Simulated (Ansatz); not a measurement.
Saddle point of GaSiH5, closed shell (GaSiH₃ ([SiH3][Ga]) + H₂ → SiH₄ + GaH; bonds formed: Ga1–H4, Si2–H3; bonds broken: Ga1–Si2, H3–H4), PBE0-D4/def2-TZVP structure:

```
atom    x (Å)    y (Å)    z (Å)
 Ga1  -1.1483  -0.6625   1.5682
 Si2   0.6466   0.3910  -0.1808
  H3  -0.9147  -0.5844  -0.2893
  H4  -1.8537  -1.1465   0.0026
  H5   1.9106  -0.2018   0.3435
  H6   0.5956   1.8254   0.2256
  H7   0.7639   0.3788  -1.6698
```

Energies are electronic, without zero-point energy. Barriers and step energies count from the start structure reached by relaxing down the imaginary mode; all methods use the PBE0-D4 structures, on which another method's saddle can fall below an end. Computed with Ansatz 0.2.0 (basis: def2-TZVPP, with def2-QZVPP for the basis limit); correlated methods freeze the cores. Filled d shells of the heavier atoms are correlated. The def2 sets are not built for correlating such inner shells, so the correlated values are less sure here. B3LYP uses VWN-RPA correlation. Extrapolation: Hartree–Fock as exp(−7.88 √X), correlation as X^−2.97.

```
      method  barrier (kJ/mol)  step energy (kJ/mol)
       SPW92                 ?                  -5.3
      PBE-D4              43.1                   2.8
     BLYP-D4              61.5                  -3.2
   r2SCAN-D4              40.3                  -7.4
      B97M-V              46.0                 -14.9
     PBE0-D4                 ?                  -3.9
    B3LYP-D4              65.9                  -8.7
  r2SCAN0-D4              49.9                 -10.3
    BHLYP-D4              78.8                 -17.0
CAM-B3LYP-D4              66.6                 -16.7
     wB97X-V              68.2                 -14.5
     wB97M-V              66.5                 -13.6
      B2PLYP              66.7                 -11.5
    PBE-QIDH              60.0                 -11.0
  RPA on PBE              71.2                 -12.9
          HF             115.3                 -29.6
         MP2                 ?                 -12.7
        CCSD              77.3                 -15.3
     CCSD(T)              70.0                 -11.9
```

(1) Fill in the withheld barriers. (An estimate is asked for; the value comes from the calculation.)

T1 diagnostic: at most 0.015. The restricted Hartree–Fock reference is unstable towards an unrestricted one at one or more of these structures. The start structure is not quite a true minimum (one mode of 56i cm⁻¹).

Results:

(1) Computed: PBE0-D4 52.0; SPW92 12.0; MP2 65.2 kJ/mol. Each is the energy of the saddle less that of the start structure, by the same method.

For comparison, the barrier by CCSD(T) at an estimated basis limit (MP2 extrapolated from triple and quadruple zeta, plus CCSD(T) − MP2 in triple zeta) is 65.2 kJ/mol.

Labels in which every atom is bracketed show which atoms are joined, not bond orders.

For scale, one of the runs: CCSD(T)/def2-TZVPP, 160 basis functions, launched by `ansatz run in.yaml --threads 2 --pin off --events-out ev --progress --plain --max-ram 4352MiB`. The run took 25 s on 2 CPU threads of an Arm Neoverse V2 (shared host), with 1.1 GiB of host memory at its peak.
